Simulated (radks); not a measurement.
Results of a calculation; reference values are marked as such.
Ionisation of the boron ion B+, [He] 2s2, to [He] 2s1 as the strength of local exchange is varied. Code: a radial shooting solver on a logarithmic mesh with Libxc functionals. Model: non-relativistic Kohn-Sham, Slater X-alpha exchange (alpha = 2/3 is LDA exchange), no correlation, spin-polarised, spherical densities, point nucleus.

alpha  E(B+) (hartree)  exchange (hartree)  IE (eV)  -e of the level emptied (eV)  <r> of it (bohr)
0.58         -23.39760            -2.58600   22.027                   17.183 (2s)             1.839
0.667        -23.78747            -3.00410   22.859                   18.153 (2s)             1.806
0.699        -23.93186            -3.15986   23.170                   18.516 (2s)             1.795
0.703        -23.94995            -3.17941   23.209                   18.562 (2s)             1.793
0.949        -25.07825            -4.41335   25.676                   21.474 (2s)             1.708
1.019        -25.40506            -4.77594   26.403                   22.339 (2s)             1.686

NIST Atomic Spectra Database: 25.155 eV (measured). The Delta-SCF value meets it near alpha = 0.90.
